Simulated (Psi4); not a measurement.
Here is a job for Psi4.
```
memory 2 GB

molecule {
0 1
  C    -2.17375340    0.01530894   -0.01188252
  C    -0.87978136    0.00619597   -0.00480920
  C     0.41597950   -0.00292959    0.00227389
  F     1.19267818    1.03952717   -0.30069797
  F     1.17456058   -1.05619876    0.31363815
  H    -2.73690941   -0.23918534   -0.89666413
  H    -2.74290786    0.27777766    0.86670949
}

set basis def2-svp
set freeze_core true

energy('fno-ccsd(t)')
print_variables()
```

What does this run give for the number of basis functions, total energy, coupled-cluster correlation energy (without the perturbative part), nuclear repulsion energy, MP2 correlation energy?


The number of basis functions comes out as 80 and the total energy is -314.1014 Eh. The coupled-cluster correlation energy (without the perturbative part) is -0.7736 Eh and the nuclear repulsion energy is 155.6151 Eh. The MP2 correlation energy is -0.7452 Eh.

Roughly what does it cost on one core?

very roughly 30 core-seconds.
